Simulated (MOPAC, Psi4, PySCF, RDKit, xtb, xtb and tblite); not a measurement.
Two geometries of SMILES C=CCc1ccco1 (C7H8O), relaxed at GFN2-xTB with one dihedral held; other torsions can differ between them too.

Structure A

```
16

C     -2.6453    -0.0346    -1.2800
C     -1.7585     0.5563    -0.5030
C     -1.0238    -0.1258     0.6135
C      0.4519    -0.0707     0.3850
C      1.2218    -0.5313    -0.6422
C      2.5570    -0.1769    -0.3273
C      2.4983     0.4736     0.8642
O      1.2284     0.5445     1.3020
H     -3.1485     0.4906    -2.0737
H     -2.9106    -1.0713    -1.1510
H     -1.5029     1.5969    -0.6521
H     -1.3527    -1.1651     0.6908
H     -1.2353     0.3797     1.5592
H      0.8794    -1.0556    -1.5107
H      3.4324    -0.3798    -0.9095
H      3.2551     0.9154     1.4813
```

Structure B

```
16

C     -2.6537    -0.0643    -1.2769
C     -1.7834     0.5623    -0.5092
C     -1.0164    -0.0875     0.5989
C      0.4594    -0.0255     0.3658
C      1.2033     0.4864    -0.6547
C      2.5592     0.2336    -0.3239
C      2.5368    -0.4144     0.8687
O      1.2704    -0.5779     1.2949
H     -3.1920     0.4411    -2.0603
H     -2.8679    -1.1133    -1.1524
H     -1.5837     1.6159    -0.6513
H     -1.3184    -1.1335     0.7052
H     -1.2409     0.4179     1.5453
H      0.8378     0.9759    -1.5337
H      3.4222     0.4994    -0.8991
H      3.3169    -0.7984     1.4953
```

Q: Which is lower in energy at the level B3LYP-D3(BJ)/def2-SVP // GFN2-xTB (Psi4), and by how much?

A: B is lower, by 0.35 kcal/mol (dihedral C2–C3–C4–O8: 120° in A, 180° in B).

E(B) − E(A) in kcal/mol at the other levels, on the same two geometries: GFN2-xTB (xtb and tblite) 0.35; MMFF94 // GFN2-xTB (RDKit) 0.81; B3LYP/def2-SVP // GFN2-xTB (Psi4) -0.27; PBE/def2-SVP // GFN2-xTB (Psi4) -0.12; PBE-D3(BJ)/def2-SVP // GFN2-xTB (Psi4) -0.16; UFF // GFN2-xTB (RDKit) 1.58; PM7, restricted, heats of formation // GFN2-xTB (MOPAC) 0.06; AM1, restricted, heats of formation // GFN2-xTB (MOPAC) -0.27; GFN1-xTB // GFN2-xTB (xtb) 0.18; restricted B3LYP/6-31G*, spherical d, density fitting // GFN2-xTB (PySCF) -0.16; restricted Hartree-Fock/STO-3G // GFN2-xTB (PySCF) -0.18; restricted Hartree-Fock/LANL2DZ // GFN2-xTB (PySCF) -0.94; restricted BP86/6-31G*, spherical d, density fitting // GFN2-xTB (PySCF) 0.01.
